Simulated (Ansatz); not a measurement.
System (SMILES): [S]=[Ge] (S-Ge) (closed-shell singlet).
Atoms: Ge1, S2. Bonds: Ge1-S2.

How fast the optimised Ge1-S2 bond length converges with the basis for several methods (Ansatz, a first-principles code): deviation from each method's own reference, in Å. References: B3LYP 2.0263 Å, the value in pcseg-4; HF 1.9953 Å, the value in pcseg-4; MP2 2.0329 Å, the value in aug-cc-pV(Q+d)Z; PBE 2.0364 Å, the value in pcseg-4. Cartesian d functions, on some or all atoms, in 6-31G*, 6-311G**; all else is spherical. In correlated methods cores are frozen (with 3d on Ga to Br). No added dispersion term, no relativity. The reference of a correlated method is not its basis-set limit, which lies further on.

```csv
basis,functions,B3LYP,HF,MP2,PBE
def2-SVP,50,0.0053,0.0009,-0.0015,0.0070
6-31G*,54,0.0139,0.0074,0.0023,0.0136
6-311G**,71,0.0088,0.0060,-0.0002,0.0092
pcseg-2,77,0.0040,0.0040,-0.0027,0.0037
cc-pV(T+d)Z,82,0.0013,0.0020,0.0019,0.0013
def2-TZVP,85,0.0023,0.0026,0.0029,0.0022
def2-QZVPP,159,-0.0005,0.0002,-0.0018,-0.0005
cc-pV(5+d)Z,204,-0.0004,0.0003,-0.0020,-0.0006
```

Mean absolute deviation over 6-311G**, pcseg-2, cc-pV(T+d)Z, def2-TZVP: MP2 0.0019, HF 0.0036, PBE 0.0041, B3LYP 0.0041 Å.
